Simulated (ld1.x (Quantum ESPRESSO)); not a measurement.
## dysprosium (Dy): excitation energies, all-electron against TM semilocal

```json
{"Element": "Dy (Z = 66)", "Generator": "ld1.x (Quantum ESPRESSO) 7.5", "Type": "norm-conserving Troullier–Martins (semilocal form)", "Functional": "LDA (PZ)", "Relativity": "scalar-relativistic", "Frozen core": "[Kr] 4d10", "Valence charge": "20", "Reference configuration": "4f9 5s2 5p6 5d1 6s2 6p0", "Partial waves": "5s (bound): rc 1.90 bohr; 5p (bound): rc 2.45 bohr; 4f (bound): rc 1.00 bohr; 5d (bound): rc 3.10 bohr", "Local potential": "the d channel", "Core correction": "none"}
```

Occupied shells without a wave of their own: 6s. They enter only through the test configuration that unscreens the potential.

Energies are relative to the spin-unpolarised reference configuration 4f9 5s2 5p6 5d1 6s2 6p0; without spin polarisation the order of configurations can differ from experiment. Spin-polarised rows fill each open shell by Hund’s rule, majority spin first. Not all tests gave a result: 1 of 9 tests not solved or not reliable. Left out of the table: 4f11 5s2 5p6 5d0 6s0 6p0 (solver errors, printed error -2245 eV). The frozen-core shift is the all-electron ΔE with the core orbitals held at their reference shape minus the fully relaxed ΔE.

Question: Give the all-electron excitation energy and the error of the potential for: 4f10 5s2 5p6 5d0 6s2 6p0; 4f10 5s2 5p6 5d0 6s1 6p0; 4f10 5s2 5p6 5d0 6s0 6p0; 4f10 5s2 5p6 5d0 6s1.5 6p0; 4f10 5s2 5p6 5d0.5 6s1.5 6p0; 4f9 5s2 5p6 5d0 6s2 6p0; 4f9 5s2 5p6 5d1 6s2 6p0 (spin-polarised); 4f10 5s2 5p6 5d0 6s2 6p0 (spin-polarised).

Answer:

| valence configuration | charge | ΔE all-electron (eV) | error AE − PS (meV) | frozen-core shift (meV) |
| --- | --- | --- | --- | --- |
| 4f10 5s2 5p6 5d0 6s2 6p0 | 0 | -4.408 | +20 | +130 |
| 4f10 5s2 5p6 5d0 6s1 6p0 | +1 | 2.044 | -656 | +138 |
| 4f10 5s2 5p6 5d0 6s0 6p0 | +2 | 13.920 | -1771 | +151 |
| 4f10 5s2 5p6 5d0 6s1.5 6p0 | +0.5 | -1.835 | -272 | +133 |
| 4f10 5s2 5p6 5d0.5 6s1.5 6p0 | 0 | -3.105 | -143 | +126 |
| 4f9 5s2 5p6 5d0 6s2 6p0 | +1 | 6.054 | -10 | +0.3 |
| 4f9 5s2 5p6 5d1 6s2 6p0 (spin-polarised) | 0 | -4.890 | +6491 | +13 |
| 4f10 5s2 5p6 5d0 6s2 6p0 (spin-polarised) | 0 | -7.136 | +3850 | +147 |

These tests converged, but a pseudo level misses the all-electron one widely, so the file describes the atom poorly there or has found another state: 4f10 5s2 5p6 5d0 6s1 6p0: empty 6p by 3.9 eV; 4f10 5s2 5p6 5d0 6s0 6p0: empty 6p by 7.0 eV; 4f10 5s2 5p6 5d0 6s1.5 6p0: empty 6p by 2.3 eV. The 6s level has no wave, so the channel is fitted at the deeper level alone: the likely source of the large errors.

The potential misses its own reference levels by up to 0.7 eV.
